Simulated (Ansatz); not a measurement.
```yaml
crystal:
  periodic: [false, false, false]
  atoms:
    - {symbol: Cl, position_ang: [0.021566, -0.372724, 2.306743]}
    - {symbol: Sn, position_ang: [0.010152, -0.019323, 0.021323]}
    - {symbol: I, position_ang: [1.562822, -1.857366, -1.101220]}
    - {symbol: I, position_ang: [-2.493896, -0.245777, -0.831747]}
    - {symbol: I, position_ang: [0.949357, 2.421490, -0.436498]}
basis:
  gaussian: {orbitals: def2-SVPD, nuclear_model: gaussian}
total_charge: -2
hamiltonian: {xc: {name: B2PLYP}}
output: {forces: true}
```

```sh
$ ansatz run in.yaml --threads 4 --pin off --events-out ev --progress --plain --max-ram 11315MiB
```

Shortened log:

```
Functional definition: B2PLYP
1997 factors; integrals over basis functions are off by at most 1.5e-4 eV
mean field evaluation 1: about -42609.3357 eV, gradient 4.3e1 eV
mean field evaluation 2: about -42609.6213 eV, gradient 4.3e1 eV
mean field evaluation 4: about -42617.1830 eV, gradient 8.7e0 eV
mean field evaluation 8: about -42617.5839 eV, gradient 4.6e-1 eV
mean field evaluation 16: about -42617.5916 eV, gradient 1.1e-3 eV
mean field -42617.59156781 eV, -1566.1676028759 hartree, gradient 6.9e-6 eV, S^2 0.000000; 1 other end points of the search recorded, 0 dependent functions left out
21 core orbitals not correlated: weight in the atoms' cores, before any rotation towards them, 1.000 or more for the frozen orbitals, at most 0.000 for the correlated occupied ones
reference -42617.59170356 eV, -1566.1676078646 hartree; 37, 37 occupied and 106, 106 virtual orbitals, 1997 factors
second order -22.90271009 eV of doubles, -0.00000000 eV of singles
Total energy: -42623.77543529 eV, -1566.3948558141 hartree
Atom 0 at     0.021566    -0.372724     2.306743 Å, force     0.019677    -0.609028     3.938489 eV/Å
Atom 1 at     0.010152    -0.019323     0.021323 Å, force    -0.003599     0.111104    -0.718411 eV/Å
Atom 2 at     1.562822    -1.857366    -1.101220 Å, force     2.262752    -2.694765    -1.527064 eV/Å
Atom 3 at    -2.493896    -0.245777    -0.831747 Å, force    -3.647755    -0.346706    -1.134439 eV/Å
Atom 4 at     0.949357     2.421490    -0.436498 Å, force     1.368926     3.539394    -0.558576 eV/Å
Dipole moment:    -0.000413     0.012539    -0.081022 e Å
```

(1) What is wrong with this run?

Results:

(1) The charge is far from anything that the molecule holds. Self-consistency was reached. The result belongs to that input, not to the molecule as meant.
